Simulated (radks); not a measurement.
The numbers below are computed, except where a source is named.
Nb3+, configuration [Kr] 4d2. Level of theory: Dirac Kohn-Sham, PBEsol, spin-unpolarised, spherical densities, point nucleus; open shells are shared between the two j in proportion to 2j + 1 (a radial shooting solver on a logarithmic mesh with Libxc functionals).

Spin-orbit splittings of the eigenvalues, e(l+1/2) - e(l-1/2), with zeta = 2 splitting/(2l+1) and mean radii in bohr:

| shell | occ. | splitting (eV) | zeta (eV) | <r> j=l-1/2 | <r> j=l+1/2 |
|---|---|---|---|---|---|
| 2p | 6 | ? | ? | 0.1346 | 0.1391 |
| 3p | 6 | 15.51 | 10.34 | 0.4388 | 0.4493 |
| 3d | 10 | 2.890 | 1.156 | 0.4309 | 0.4344 |
| 4p | 6 | 2.204 | 1.469 | 1.253 | 1.281 |
| 4d | 2 | 0.2356 | 0.09423 | 1.702 | 1.714 |

Estimate the 2p splitting.

Answer. 95.68 eV (zeta = 63.79 eV).
